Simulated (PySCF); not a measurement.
# How methods differ on the ionisation energy of Ne+

Ne+ [He] 2s2 2p5 (2P) → Ne(2+) [He] 2s2 2p4 (3P), as a difference of total energies. Computed with PySCF 2.14 in cc-pVDZ-DK, with scalar relativity by spin-free X2C-1e. Correlated levels: valence: 1s2 frozen. The calculations carry no spin-orbit coupling.

```
           method  ionisation energy (eV)
              UHF                  39.395
              LDA                  41.542
           M06-2X                  41.200
    MP2 (valence)                  40.487
SCS-MP2 (valence)                  40.438
   CCSD (valence)                  40.429
CCSD(T) (valence)                  40.439
```

**Question.** How much does correlation contribute at CCSD(T) (valence)?

**Answer.** 40.439 − (39.395) = 1.044 eV, measured against UHF.

Errors of the correlated levels include the incompleteness of this basis and the frozen core.

For comparison: 40.963 eV (measured; NIST Atomic Spectra Database, ionization energies).
